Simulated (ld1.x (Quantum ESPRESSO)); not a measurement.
## Pseudopotential generation for Br (Z = 35): ultrasoft, PBE, scalar-relativistic.

The input file (ld1.x (Quantum ESPRESSO) 7.5):

```
&input
   title='Br', zed=35., rel=1, dft='PBE', iswitch=3,
   config='[Ar] 3d10 4s2 4p3.5',
   nld=3, rlderiv=1.80, eminld=-8.0, emaxld=5.0, deld=0.04
 /
 &inputp
   pseudotype=3, tm=.true., lloc=-2, rcloc=0.90,
   nlcc=.true., rcore=0.40,
   which_augfun='PSQ', rmatch_augfun_nc=.true.,
   file_pseudopw='Br.UPF', file_wfcaegen='ae.wfc', file_wfcncgen='nc.wfc', file_beta='beta', file_chi='chi', file_wfcusgen='us.wfc'
 /
6
4S  1  0   2.00   0.00  1.25  1.65  0.0
4S  1  0   0.00  -0.60  1.25  1.65  0.0
4P  2  1   3.50   0.00  1.10  1.55  0.0
4P  2  1   0.00   1.20  1.10  1.55  0.0
3D  3  2  10.00   0.00  0.40  0.55  0.0
3D  3  2   0.00  -1.35  0.40  0.55  0.0
 &test
   configts(1)='3d10 4s2 4p3.5'
 /
```

Command:

```bash
ld1.x < Br.in > Br.out
```

Resulting log (shortened: banner, matrices, multipoles, cross overlaps and the repeated all-electron block are left out):

```
[... start of the log left out ...]
     s(3D/3D) =  1.000000  <r> =   0.5894  <r2> =    0.4306  r(max) =   0.4305
     s(4S/4S) =  1.000000  <r> =   1.6121  <r2> =    2.9578  r(max) =   1.3940
     s(4P/4P) =  1.000000  <r> =   1.9044  <r2> =    4.1760  r(max) =   1.5994

     ------------------------ End of All-electron run ------------------------

     --------------------- Generating US pseudopotential ---------------------

      Generating local potential from pseudized AE potential:
      Matching radius rcloc =   0.9000
      Enforcing V''(0)=0 (lloc=-2)

      Local pseudo, rcloc= 0.900 Estimated cut-off energy=    38.28 Ry

      Computing core charge for nlcc:

       r > 0.40 : true rho core
       r < 0.40 : rho core = a sin(br)/r    a=  41.50  b=   4.29

      Integrated core pseudo-charge :   9.17
      Wfc-us  4S rcutus= 1.640  Estimated cut-off energy=    17.56 Ry
      Wfc-us  4S rcutus= 1.640  Estimated cut-off energy=    22.31 Ry
      Wfc-us  4P rcutus= 1.560  Estimated cut-off energy=    30.56 Ry
      Wfc-us  4P rcutus= 1.560  Estimated cut-off energy=    36.20 Ry
      Wfc-us  3D rcutus= 0.546  Estimated cut-off energy=   379.01 Ry
      Wfc-us  3D rcutus= 0.546  Estimated cut-off energy=   394.90 Ry

     Q pseudized with Bessel functions
     Expected ecutrho=    2577.1132 due to l1=  2   l2=  2

 %%%%%%%%%%%%%%%%%%%%%%%%%%%%%%%%%%%%%%%%%%%%%%%%%%%%%%%%%%%%%%%%%%%%%%%%%%%%%%
     Error in routine chargeps (1):
     negative rho
 %%%%%%%%%%%%%%%%%%%%%%%%%%%%%%%%%%%%%%%%%%%%%%%%%%%%%%%%%%%%%%%%%%%%%%%%%%%%%%

     stopping ...
```

The run stopped because the spherical valence density built from the smooth waves and the augmentation charge turned negative at some radius.

The run took about 0.16 s on one core of a shared server CPU.
